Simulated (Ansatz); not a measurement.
Stepwise reaction of `FC(F)(F)C1=CC(C(F)(F)F)=[O+][B-](Cl)(Cl)O1` with water, as a gas-phase model of exchange steps in deposition or etching. ΔE in kJ/mol.

Computed with Ansatz on PBE0-D4/def2-TZVP structures; ΔE is electronic, products minus reactants. CCSD(T)/CBS is the MP2 limit (def2-TZVPP, def2-QZVPP) plus CCSD(T) − MP2 in def2-TZVPP, frozen cores. This one scheme is used for every species. Functionals use def2-TZVPP. B3LYP here is the variant with VWN-RPA as its local correlation; programs differ in this. One conformer a species, not always the lowest.

```csv
step,reaction,PBE-D4,B3LYP-D4,ωB97M-V,CCSD(T)/CBS
1,`FC(F)(F)C1=CC(C(F)(F)F)=[O+][B-](Cl)(Cl)O1` + H₂O → `O[B-]1(Cl)OC(C(F)(F)F)=CC(C(F)(F)F)=[O+]1` + HCl,-29.9,-36.6,-36.9,-30.9
2,`O[B-]1(Cl)OC(C(F)(F)F)=CC(C(F)(F)F)=[O+]1` + H₂O → `O[B-]1(O)OC(C(F)(F)F)=CC(C(F)(F)F)=[O+]1` + HCl,-16.1,-21.3,-20.2,-16.3
```

(1) By hand: ΔE of the 2 steps together at CCSD(T)/CBS.

Results:

(1) (-30.9) + (-16.3) = -47.2 kJ/mol, or -23.6 kJ/mol a step.

In ΔE each step is higher than the one before. All are downhill at CCSD(T)/CBS. PBE-D4 differs from CCSD(T)/CBS by 0.2 to 1.0 kJ/mol a step. Isolated molecules leave out the surface, adducts and barriers. Largest T1 diagnostic: 0.015.
